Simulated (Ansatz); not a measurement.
`N=C=C(F)[SiH3]` + H₂O → `N=C=C(O)F` + SiH₄ at 600 K and 1 bar (formal hydrolysis of a C–Si bond).

Isolated molecules relaxed with PBE0-D4/def2-TZVP in Ansatz; ΔE leaves out vibrations. CCSD(T)/CBS is the MP2 limit (def2-TZVPP, def2-QZVPP) plus CCSD(T) − MP2 in def2-TZVPP, frozen cores. This one scheme is used for every species. Each species was taken in one conformer, which may not be the lowest.

| species | CCSD(T)/CBS energy (Eh) | H − E (kJ/mol) | S (J/(mol·K)) |
| --- | --- | --- | --- |
| `N=C=C(F)[SiH3]` | -521.99767 | 194.5 | 412.4 |
| H₂O | -76.37941 | 76.8 | 212.8 |
| `N=C=C(O)F` | -306.88008 | 155.5 | 364.2 |
| SiH₄ | -291.46306 | 108.7 | 242.3 |

H − E and S are ideal-gas, rigid-rotor, harmonic terms from PBE0-D4/def2-TZVP, for one conformer and one mirror image of each species. 1 Eh = 2625.50 kJ/mol, R = 8.31446 J/(mol·K).

Problem. By hand: ΔE, ΔH, ΔS and ΔG.

Solution. ΔE = (-306.88008) + (-291.46306) − (-521.99767) − (-76.37941) = 0.03394 Eh = 89.1 kJ/mol. Δ(H − E) = 155.5 + 108.7 − 194.5 − 76.8 = -7.1, so ΔH = 82.0 kJ/mol. ΔS = 364.2 + 242.3 − 412.4 − 212.8 = -18.7 J/(mol·K). ΔG = 82.0 − 600 × (-18.7)/1000 = 93.2 kJ/mol.

Problem. By hand: the equilibrium constant, and the temperature at which ΔG would vanish if ΔH and ΔS stayed fixed.

Solution. log₁₀ K = −ΔG/(RT ln 10) = -8.1. ΔH and −TΔS have one sign here, so there is no such temperature.

ΔH outweighs TΔS. A doubt of 5 kJ/mol in ΔE shifts log₁₀ K by 0.4 here. Other conformers and mirror images would add mixing entropy, several J/(mol·K) or more a flexible species. These are equilibria of isolated gas molecules and say nothing of rates. Largest T1 diagnostic: 0.015 (customary marks: 0.02 for closed shells, 0.045 for open ones).
